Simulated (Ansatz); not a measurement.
Geometry optimisation, RKS PBE0-D4/def2-SVP (Ansatz).

Input file:

```yaml
crystal:
  periodic: [false, false, false]
  atoms:
    - { symbol: Ti, position_ang: [0.0, 0.0, 0.0] }
    - { symbol: Cl, position_ang: [0.0, 0.0, 2.72] }
    - { symbol: F, position_ang: [1.7257, 0.0, -0.6094] }
    - { symbol: F, position_ang: [-0.8619, 1.4933, -0.6094] }
    - { symbol: O, position_ang: [-0.9043, -1.5667, -0.6394] }
    - { symbol: H, position_ang: [-1.359, -2.0324, 0.133] }
    - { symbol: S, position_ang: [1.4092, -2.1399, 0.8514] }
    - { symbol: H, position_ang: [0.6242, -3.2932, 0.7342] }
    - { symbol: H, position_ang: [0.8397, -1.2751, 2.1635] }
basis:
  gaussian: { orbitals: def2-SVP }
hamiltonian:
  xc: pbe0
  dispersion: d4
relax:
  f_tol: 0.15
  max_steps: 25
  restrain:
    - { distance: [0, 6], at: 3.6, k: 30.0 }
    - { distance: [8, 1], at: 2.57, k: 30.0 }
    - { distance: [0, 1], at: 2.37, k: 30.0 }
    - { distance: [8, 6], at: 1.4, k: 30.0 }
```

Run as:

```bash
$ ansatz run input.yaml --threads 4 --pin off --max-ram 5120MiB --backend cpu --events-out ev --progress --plain --runs-dir out
```

Where does it end, and by what steps?

It converged. The restraints hold the end off the free minimum; the threshold counts their pulls, which the force column leaves out. Restrained pairs: Ti1–S7 (2.70 → 3.60 Å), Cl2–H9 (1.63 → 2.57 Å), Ti1–Cl2 (2.72 → 2.33 Å), S7–H9 (1.67 → 1.38 Å). After 15 steps the energy has fallen by 2.770 eV (the restraints' own energy left out); H6 moved furthest, 1.05 Å.

```tsv
step	energy less start (eV)	largest force component (eV/Å)	accepted
0	0.0000	2.794	yes
1	-0.5285	3.704	yes
2	-1.0644	5.168	yes
3	-1.9364	4.301	yes
4	-2.6303	1.259	yes
5	-2.6458	1.305	yes
6	-2.6701	1.298	yes
7	-2.6786	1.295	yes
8	-2.7110	1.273	yes
9	-2.7374	1.307	yes
10	-2.6729	2.508	no
11	-2.7394	1.232	no
12	-2.7474	1.266	yes
13	-2.7541	1.247	yes
14	-2.7657	1.264	yes
15	-2.7705	1.341	yes
```

```xyz
9
Properties=species:S:1:pos:R:3
Ti -0.079 0.080 0.050
Cl -0.022 0.262 2.371
F 1.430 0.261 -0.761
F -1.081 1.380 -0.469
O -0.917 -1.371 -0.448
H -1.837 -1.551 -0.673
S 1.892 -2.666 1.277
H 0.719 -3.310 1.100
H 1.370 -1.899 2.297
```

Run time: 42 s on 4 threads of Arm Neoverse V2, on a shared host, peak memory 0.36 GiB.
